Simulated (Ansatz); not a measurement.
Consider the redistribution: `[SiH3]O[SiH2][SiH3]` + `CC[SiH2]I` → `[SiH3]C[SiH2]I` + `CO[SiH2][SiH3]`.

Program: Ansatz. Geometries: PBE0-D4/def2-TZVP. ΔE: electronic, gas phase. CBS: MP2 limit from def2 TZ/QZ plus the TZ coupled-cluster correction, frozen cores. Functionals use def2-TZVPP. def2 core potentials past Kr. For I outer-core shells are correlated without core-valence functions, which leaves a few kJ/mol of doubt a bond. One conformer a species, not always the lowest.

```json
{"species": "`[SiH3]O[SiH2][SiH3]`", "r2SCAN-D4 energy (Eh)": "-948.52244"}
{"species": "`CC[SiH2]I`", "r2SCAN-D4 energy (Eh)": "-667.75111"}
{"species": "`[SiH3]C[SiH2]I`", "r2SCAN-D4 energy (Eh)": "-919.12877"}
{"species": "`CO[SiH2][SiH3]`", "r2SCAN-D4 energy (Eh)": "-697.09165"}
```

Work out ΔE.

ΔE = (-919.12877) + (-697.09165) − (-948.52244) − (-667.75111) = 0.05313 Eh = +33.3 kcal/mol. CCSD(T)/CBS gives +34.6 kcal/mol.

Largest T1 diagnostic among the species: 0.012.

From PBE to PBE0 (25 % exact exchange), in def2-TZVPP and without D4, ΔE moves by +1.5 kcal/mol. In def2-TZVPP, CCSD(T) changes the Hartree–Fock value by −2.7 kcal/mol (the triples alone add −0.6 kcal/mol) and MP2 by −1.5 kcal/mol.
